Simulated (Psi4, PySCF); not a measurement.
PySCF was given this input:
```python
from pyscf import gto, scf, dft

mol = gto.Mole()
mol.atom = '''
    N    -0.000000   -0.000000   -1.172245
    N    -0.000000   -0.000000   -0.066547
    O     0.000000    0.000000    1.083943
'''
mol.basis = 'def2-svp'
mol.charge = 0
mol.spin = 0
mol.verbose = 4
mol.build()

mf = dft.RKS(mol)
mf.xc = 'pbe'
mf.grids.atom_grid = (99, 590)
mf.grids.prune = None
mf.kernel()
```

Give the equivalent Psi4 input.

This is not unique; one that fits is 
```
memory 2 GB

molecule mol {
0 1
N    -0.000000   -0.000000   -1.172245
N    -0.000000   -0.000000   -0.066547
O     0.000000    0.000000    1.083943
}

set {
  basis def2-svp
  reference rks
  scf_type pk
  puream true
  d_convergence 1e-8
  dft_radial_points 99
  dft_spherical_points 590
}

energy('pbe')
print_variables()
```

Both were run: PySCF gave -184.345895 Eh and Psi4 -184.345895 Eh, 0.000 mEh apart.
